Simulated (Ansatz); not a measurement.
```yaml
crystal:
  periodic: [false, false, false]
  atoms:
    - {symbol: O, position_ang: [-2.173478, 0.750413, 0.548875]}
    - {symbol: Si, position_ang: [-0.542307, 0.910794, 0.466225]}
    - {symbol: O, position_ang: [0.092090, 0.801196, -1.070215]}
    - {symbol: C, position_ang: [0.785400, -0.466095, -1.157352]}
    - {symbol: Si, position_ang: [0.686659, -1.045324, 0.675913]}
    - {symbol: H, position_ang: [-2.702262, 1.549146, 0.576987]}
    - {symbol: H, position_ang: [-0.187343, 2.227814, 1.063134]}
    - {symbol: H, position_ang: [0.269506, -1.122265, -1.864277]}
    - {symbol: H, position_ang: [1.800025, -0.295381, -1.525931]}
    - {symbol: H, position_ang: [1.991928, -1.002134, 1.389490]}
    - {symbol: H, position_ang: [0.044980, -2.365162, 0.917553]}
basis:
  gaussian: {orbitals: def2-TZVPD}
hamiltonian: {xc: {name: SPW92}}
```

```sh
$ ansatz run in.yaml --threads 4 --pin off --events-out ev --progress --plain --max-ram 10444MiB
```

Shortened log:

```
Functional definition: SPW92
1398 factors; their error is unknown
mean field evaluation 1: about -20871.1205 eV, gradient 8.8e1 eV
mean field evaluation 2: about -20767.0394 eV, gradient 2.3e2 eV
mean field evaluation 4: about -20883.9731 eV, gradient 3.1e1 eV
mean field evaluation 8: about -20885.5710 eV, gradient 2.7e-1 eV
mean field evaluation 16: about -20885.5441 eV, gradient 2.0e-4 eV
mean field -20885.54405844 eV, -767.5295874173 hartree, gradient 3.6e-5 eV, S^2 0.000000; 0 other end points of the search recorded, 0 dependent functions left out
reference -20885.54411855 eV, -767.5295896265 hartree; 28, 28 occupied and 229, 229 virtual orbitals, 1398 factors
Total energy: -20885.54411855 eV, -767.5295896265 hartree
```

Run time 0.9 s (4 threads of an Intel Xeon 6975P-C on a shared host); peak host memory 0.37 GiB.
